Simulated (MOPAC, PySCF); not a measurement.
Cl₃Ga, SMILES `[Cl][Ga]([Cl])[Cl]`, neutral singlet in the gas phase. 

Cartesian coordinates (Å):
SMILES: [Ga]([Cl])([Cl])[Cl]
```xyz
4

Cl     1.9043    -0.9118    -0.0504
Ga    -0.0001     0.0001    -0.0002
Cl    -0.1628     2.1057     0.0048
Cl    -1.7414    -1.1941     0.0457
```
Charge 0, spin multiplicity 1.

All levels are single points at this geometry (PBE0-D4/def2-TZVP); Pople sets use spherical d functions. Orbital energies aren't observables, and empty levels follow the basis.

M06-2X/6-31G* in PySCF gives HOMO (eV) = -10.78.

Estimate the HOMO (eV) from each of these levels: B3LYP-D3(BJ)/def2-TZVP in PySCF; PBE-D3(BJ)/def2-TZVP in PySCF; PBE0-D4/def2-TZVP in PySCF; B3LYP/3-21G in PySCF; B3LYP/6-311+G** (LANL2DZ on Ga) in PySCF; B3LYP/6-31G* in PySCF; BP86/6-31G* in PySCF; SVWN5/6-31G* in PySCF; HF/6-31G* in PySCF; HF/STO-3G in PySCF; AM1 in MOPAC; PM6 in MOPAC.


```tsv
level	HOMO (eV)
B3LYP-D3(BJ)/def2-TZVP in PySCF	-9.15
PBE-D3(BJ)/def2-TZVP in PySCF	-8.01
PBE0-D4/def2-TZVP in PySCF	-9.46
B3LYP/3-21G in PySCF	-9.38
B3LYP/6-311+G** (LANL2DZ on Ga) in PySCF	-9.31
B3LYP/6-31G* in PySCF	-9.12
BP86/6-31G* in PySCF	-8.10
SVWN5/6-31G* in PySCF	-8.11
HF/6-31G* in PySCF	-12.82
HF/STO-3G in PySCF	-10.53
AM1 in MOPAC	-12.53
PM6 in MOPAC	-11.76
```
